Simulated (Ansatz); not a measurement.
Ansatz (a first-principles code) input:
A basis named .json is the Basis Set Exchange file of that set.

Ansatz 0.2 input:
```yaml
crystal:
  periodic: [false, false, false]
  atoms:
    - {symbol: Si, position_ang: [0.28365831, 0.25519452, 0.28873510]}
    - {symbol: C, position_ang: [-1.54645562, 0.24744400, 0.19044087]}
    - {symbol: F, position_ang: [0.88766646, -0.77143097, -0.79324826]}
    - {symbol: H, position_ang: [0.81460811, 1.60346374, -0.00388807]}
    - {symbol: H, position_ang: [0.76546288, -0.20544996, 1.61137003]}
    - {symbol: H, position_ang: [-2.13876868, 1.15273171, 0.26199539]}
    - {symbol: H, position_ang: [-2.12278315, -0.66525398, 0.08482042]}
basis:
  gaussian:
    orbitals: aug-cc-pV_D+d_Z.json
magnetization: {spin_polarized: true, initial_magnetization: 1}
correlation: {method: ccsd_t, electrons: outside_noble_gas}
output: {forces: true}
```

Q: What final total energy does it print?

A: -429.09207 Eh (CCSD(T)/aug-cc-pV(D+d)Z). The basis has 114 functions.

It need not be the lowest isomer of its formula.
